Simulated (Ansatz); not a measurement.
The input (input.yaml):

```yaml
crystal:
  periodic: [false, false, false]
  atoms:
    - { symbol: Si, position_ang: [-0.541746, 0.107742, -0.3161] }
    - { symbol: H, position_ang: [0.106631, -0.443844, 2.214721] }
    - { symbol: H, position_ang: [0.803847, 0.593167, 0.09012] }
    - { symbol: H, position_ang: [-0.847166, 0.520898, -1.726821] }
    - { symbol: O, position_ang: [-0.561991, -1.565463, -0.255314] }
    - { symbol: Si, position_ang: [-1.545436, -2.800394, 0.31386] }
    - { symbol: H, position_ang: [-1.410408, -2.943839, 1.799219] }
    - { symbol: H, position_ang: [-2.986453, -2.525712, -0.012273] }
    - { symbol: H, position_ang: [-1.123154, -4.069634, -0.355564] }
    - { symbol: O, position_ang: [-1.699521, 0.768132, 0.713222] }
    - { symbol: H, position_ang: [-2.560407, 0.921629, 0.282914] }
    - { symbol: H, position_ang: [-0.459196, -0.027682, 2.369215] }
basis:
  gaussian: { orbitals: def2-SVP }
hamiltonian:
  xc: blyp
  dispersion: d4
relax:
  f_tol: 0.03
  max_steps: 50
```

Launched with:

```bash
$ ansatz run input.yaml --threads 2 --pin off --max-ram 3072MiB --backend cpu --events-out ev --progress --plain --runs-dir out
```

Hardware: 2 threads of Intel(R) Xeon(R) Processor @ 2.50GHz (Skylake/Cascade Lake), with other jobs on the host.

**Question.** Roughly how long does this run take, and how much memory?

**Answer.** 2.9 min, with a peak of 0.15 GiB, for 42 ionic steps.
